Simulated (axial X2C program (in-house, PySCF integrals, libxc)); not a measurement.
# CBr: cheaper levels and CCSD(T), 2c

Calculated with an in-house all-electron X2C program for linear molecules (integrals from PySCF). Two-component (2c) means X2C with spin–orbit coupling and atomic mean-field two-electron Coulomb and Gaunt terms. Basis: Br dyall-cv3z [8s9p6d4f1g], C dyall-v3z [7s6p2d1f] (cores contracted in-house); Gaussian nuclei, density fitting, unrestricted open shells. Masses: Br 78.918 u, C 12.000 u.

State: Ω = 1/2 (⟨Sz⟩ = -0.50, ⟨Lz⟩ = 1.00 at HF); fragments Br + C.

```tsv
level	Re (Å)	ωe (cm⁻¹)	De (eV)
PBE0	1.812	745.6	3.58
HF	1.833	720.5	1.41
MP2	1.804	760.1	3.28
CCSD	1.820	736.6	3.02
PBEsol	1.817	732.1	4.24
```

Correlated methods: 11 electrons correlated (number of frozen shells: Br 3 s, 2 p, 1 d; C 1 s), 187 virtual spin orbitals or spinors in MP2, 90 natural virtuals in coupled cluster.

CCSD(T), same Hamiltonian and basis:

Re = 1.823 Å, ωe = 730.4 cm⁻¹, De = 3.25 eV; T1 = 0.025 (Lee–Taylor normalisation).

Give the differences from CCSD(T) in the columns below.



| level | ΔRe (Å) | Δωe (cm⁻¹) | ΔDe (eV) |
| --- | --- | --- | --- |
| PBE0 | -0.011 | 15 | 0.33 |
| HF | 0.010 | -10 | -1.84 |
| MP2 | -0.019 | 30 | 0.03 |
| CCSD | -0.003 | 6 | -0.23 |
| PBEsol | -0.006 | 2 | 0.99 |

The state is a single determinant with fixed occupations, the lowest that a limited PBE0 search found. De is counted from the lowest determinant-based energies of the atoms at the same level, without counterpoise correction. Density functionals use the spin component along the axis (collinear). Coupled cluster ran in a truncated set of natural virtual spinors; the MP2 energy of the rest was added. (T) has no such correction and the atoms are truncated less, which lowers De at CCSD(T) by a hundredth of an eV or more. A 2c atom that is not at its ground J level misses part of its spin–orbit lowering, and De is too large by that part (0.04 eV or less for light atoms). This holds for PBE0, MP2, CCSD, PBEsol, CCSD(T). The functionals have no current-density term, which raises determinants with orbital currents, atoms included.
